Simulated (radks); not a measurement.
The numbers below are computed, except where a source is named.
Coulomb parameter of the 4d shell of neutral zirconium in the model configuration [Kr] 4d1 5s2 5p1, as a second difference U = [E(n + 0.25) + E(n - 0.25) - 2 E(n)] / (0.25)^2 with all orbitals relaxed. "Bare": the charge of the atom changes with n. "Screened": the 5p shell takes up the change at fixed total charge, which measures U(4d,4d) + U(5p,5p) - 2 U(4d,5p). Level of theory: Dirac Kohn-Sham, PBEsol, spin-unpolarised, spherical densities, point nucleus; open shells are shared between the two j in proportion to 2j + 1 (a radial shooting solver on a logarithmic mesh with Libxc functionals).

case                     configuration  E - E(n) (eV)
start                 [Kr] 4d1 5s2 5p1          0.000
bare +0.25         [Kr] 4d1.25 5s2 5p1         -1.343
bare -0.25         [Kr] 4d0.75 5s2 5p1          1.841
screened +0.25  [Kr] 4d1.25 5s2 5p0.75         -0.925
screened -0.25  [Kr] 4d0.75 5s2 5p1.25          1.047

U(bare) = 7.966 eV, U(screened by 5p) = 1.953 eV, against the Slater integral F0(4d,4d) = 11.924 eV with frozen orbitals. The step up makes a negative ion, whose loosely bound charge lowers the bare value.
